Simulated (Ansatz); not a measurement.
Stepwise reaction of `[NH2][SnH3]` with ammonia, as a gas-phase model of exchange steps in deposition or etching. ΔE in kJ/mol; ΔG adds harmonic PBE0-D4 terms to CCSD(T)/CBS, at 1 bar.

Program: Ansatz. Geometries: PBE0-D4/def2-TZVP. ΔE: electronic, gas phase. CCSD(T)/CBS is the MP2 limit (def2-TZVPP, def2-QZVPP) plus CCSD(T) − MP2 in def2-TZVPP, frozen cores. This one scheme is used for every species. DFT in def2-TZVPP. B3LYP here is the variant with VWN-RPA as its local correlation; programs differ in this. Elements past krypton have def2 core potentials. For Sn outer-core shells are correlated without core-valence functions, which leaves a few kJ/mol of doubt a bond. One conformer a species, not always the lowest.

```csv
step,reaction,PBE-D4,B3LYP-D4,ωB97M-V,CCSD(T)/CBS,ΔG(600 K)
1,`[NH2][SnH3]` + NH₃ → `[NH2][SnH2][NH2]` + H₂,20.6,21.1,22.6,15.0,20.2
2,`[NH2][SnH2][NH2]` + NH₃ → `[NH2][SnH]([NH2])[NH2]` + H₂,15.6,16.1,16.7,10.3,5.3
3,`[NH2][SnH]([NH2])[NH2]` + NH₃ → `[NH2][Sn]([NH2])([NH2])[NH2]` + H₂,9.2,9.2,10.8,4.6,17.3
```

(1) By hand: ΔE of the 3 steps together at CCSD(T)/CBS.

Results:

(1) (15.0) + (10.3) + (4.6) = 29.9 kJ/mol, or 10.0 kJ/mol a step.

In ΔE each step is lower than the one before. ΔG lies between 5.3 and 20.2 kJ/mol a step. PBE-D4 differs from CCSD(T)/CBS by 4.6 to 5.6 kJ/mol a step. Isolated molecules leave out the surface, adducts and barriers. Largest T1 diagnostic: 0.013.
